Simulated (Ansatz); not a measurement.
Reaction (ligand exchange at a Ge–O bond): `[F][GeH2][O][GeH3]` + HCl → `[F][GeH2][Cl]` + `[OH][GeH3]`

Isolated molecules relaxed with PBE0-D4/def2-TZVP in Ansatz; ΔE leaves out vibrations. CCSD(T)/CBS is the MP2 limit (def2-TZVPP, def2-QZVPP) plus CCSD(T) − MP2 in def2-TZVPP, frozen cores. This one scheme is used for every species. DFT in def2-TZVPP. B3LYP here is the variant with VWN-RPA as its local correlation; programs differ in this. For Ge outer-core shells are correlated without core-valence functions, which leaves a few kJ/mol of doubt a bond. Scalar relativity is left out up to krypton. Each species was taken in one conformer, which may not be the lowest.

`[F][GeH2][O][GeH3]`:

Z-matrix (Å, degrees):
```
Ge
O 1 1.748
F 1 1.741 2 106.6
H 1 1.535 2 111.5 3 -114.6
H 1 1.529 2 108.2 3 115.5
Ge 2 1.784 1 128.0 3 48.4
H 6 1.534 2 105.2 1 152.9
H 6 1.540 2 108.7 1 33.4
H 6 1.535 2 108.5 1 -87.5
```

HCl:

Cartesian coordinates in Å:
```
Cl -0.603 -0.212 0.009
H 0.603 0.212 -0.009
```

`[F][GeH2][Cl]`:

Cartesian coordinates in Å:
```
F -1.125 -0.249 -1.237
Ge 0.103 -0.112 -0.026
Cl -0.445 1.543 1.203
H 1.411 0.211 -0.748
H 0.056 -1.392 0.807
```

`[OH][GeH3]`:

Cartesian coordinates in Å:
```
O -1.153 -0.695 0.262
Ge 0.241 0.352 -0.109
H -0.893 -1.592 0.481
H -0.384 1.714 -0.426
H 1.012 -0.210 -1.319
H 1.178 0.431 1.111
```

```tsv
level	ΔE (eV)
PBE-D4	-0.31
PBE0-D4	-0.30
B3LYP-D4	-0.24
ωB97M-V	-0.25
PBE	-0.34
r2SCAN	-0.28
B3LYP	-0.29
CCSD/def2-TZVPP	-0.17
```

Q: What does CCSD(T)/CBS give? (An estimate is asked.)

A: The calculation gave: -0.19 eV. The listed levels differ from it by -0.12, -0.11, -0.05, -0.06, -0.15, -0.09, -0.10, 0.02 eV.

Largest T1 diagnostic among the species: 0.012.

In def2-TZVPP, CCSD(T) changes the Hartree–Fock value by +0.07 eV (the triples alone add +0.01 eV) and MP2 by +0.06 eV. The D4 term adds +0.05 eV with B3LYP and +0.03 eV with PBE0; it sums over pairs of atoms, weighted by their polarisabilities, and B3LYP, whose exchange is more repulsive, gets the larger term.
